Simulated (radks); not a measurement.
Task: Method: Dirac Kohn-Sham, PBE, spin-unpolarised, spherical densities, finite nucleus; open shells fill j = l - 1/2 first; Fermi nuclear charge, rms radius of each element as measured or else 0.836 A^(1/3) + 0.57 fm; computed with a radial shooting solver on a logarithmic mesh with Libxc functionals. Each species is in its NIST ground configuration. Rank S3+, P3+, Cl3+, Ar3+, Mg3+, Si3+, Al3+ by mean radius of the outermost orbital (bohr), largest first.

Result: Si3+ 1.85, P3+ 1.67, S3+ 1.66, Cl3+ 1.51, Ar3+ 1.40, Mg3+ 0.671, Al3+ 0.623.
